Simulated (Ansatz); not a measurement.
Reaction (ligand exchange at the Si–N bond): `C=C[SiH](Cl)N[SiH2]Cl` + `O[SiH](O)F` → `O[SiH](F)O[SiH2]Cl` + `C=C[SiH](N)Cl`

Gas-phase electronic energies from Ansatz, PBE0-D4/def2-TZVP geometries. CBS: MP2 limit from def2 TZ/QZ plus the TZ coupled-cluster correction, frozen cores. This one scheme is used for every species. Functionals use def2-TZVPP. B3LYP here is the variant with VWN-RPA as its local correlation; programs differ in this. Each species was taken in one conformer, which may not be the lowest.

`C=C[SiH](Cl)N[SiH2]Cl`:

Z-matrix (Å, degrees):
```
Si
C 1 1.844
N 1 1.721 2 109.5
Cl 1 2.061 2 110.8 3 -119.2
H 1 1.481 2 110.0 3 124.1
C 2 1.330 1 121.0 3 -113.9
H 2 1.088 1 120.0 3 66.1
Si 3 1.713 1 127.9 2 16.4
H 3 1.012 1 115.9 2 -175.9
H 6 1.087 2 121.7 1 -0.3
H 6 1.086 2 122.3 1 179.6
Cl 8 2.063 3 112.9 1 74.7
H 8 1.479 3 108.4 1 -167.4
H 8 1.476 3 110.2 1 -43.7
```

`O[SiH](O)F`:

Cartesian coordinates in Å:
```
O -0.240 -1.330 0.146
Si -0.162 0.297 0.190
O 1.361 0.752 -0.120
F -1.181 0.862 -0.899
H -1.090 -1.744 -0.009
H -0.544 0.886 1.480
H 1.856 0.276 -0.789
```

`O[SiH](F)O[SiH2]Cl`:

Cartesian coordinates in Å:
```
O 0.157 1.952 0.835
Si 0.501 1.247 -0.581
F 2.060 0.965 -0.702
O -0.247 -0.189 -0.751
Si -0.626 -1.591 -0.030
Cl -0.356 -1.400 2.005
H 0.192 1.430 1.639
H 0.100 2.153 -1.660
H 0.270 -2.670 -0.491
H -2.051 -1.896 -0.264
```

`C=C[SiH](N)Cl`:

Z-matrix (Å, degrees):
```
Si
C 1 1.850
Cl 1 2.077 2 107.5
N 1 1.703 2 108.9 3 -124.7
H 1 1.480 2 113.8 3 116.1
C 2 1.329 1 125.0 3 -1.3
H 2 1.090 1 116.5 3 178.8
H 4 1.008 1 120.1 2 48.9
H 4 1.007 1 120.2 2 -166.0
H 6 1.086 2 121.5 1 -0.0
H 6 1.086 2 121.9 1 -179.9
```

```
             level  ΔE (kJ/mol)  difference from CCSD(T)/CBS
            PBE-D4        -48.6                          5.7
         r2SCAN-D4        -55.0                         -0.7
           PBE0-D4        -50.3                          4.0
           ωB97X-V        -55.0                         -0.7
            B2PLYP        -57.6                         -3.3
             B3LYP        -59.9                         -5.6
     HF/def2-TZVPP        -67.1                        -12.8
    MP2/def2-TZVPP        -50.9                          3.4
SCS-MP2/def2-TZVPP        -53.9                          0.4
CCSD(T)/def2-TZVPP        -52.8                          1.5
     HF/def2-QZVPP        -68.6                        -14.3
    MP2/def2-QZVPP        -52.2                          2.1
SCS-MP2/def2-QZVPP        -55.2                         -0.9
      HF/CBS(def2)        -68.8                        -14.5
     MP2/CBS(def2)        -52.4                          1.9
    CCSD/CBS(def2)        -56.4                         -2.1
       CCSD(T)/CBS        -54.3                            0
```

Largest T1 diagnostic among the species: 0.011.

The D4 term adds +3.5 kJ/mol with B3LYP and +2.4 kJ/mol with PBE0; it sums over pairs of atoms, weighted by their polarisabilities, and B3LYP, whose exchange is more repulsive, gets the larger term. In def2-TZVPP, CCSD(T) changes the Hartree–Fock value by +14.3 kJ/mol (the triples alone add +2.1 kJ/mol) and MP2 by +16.2 kJ/mol.
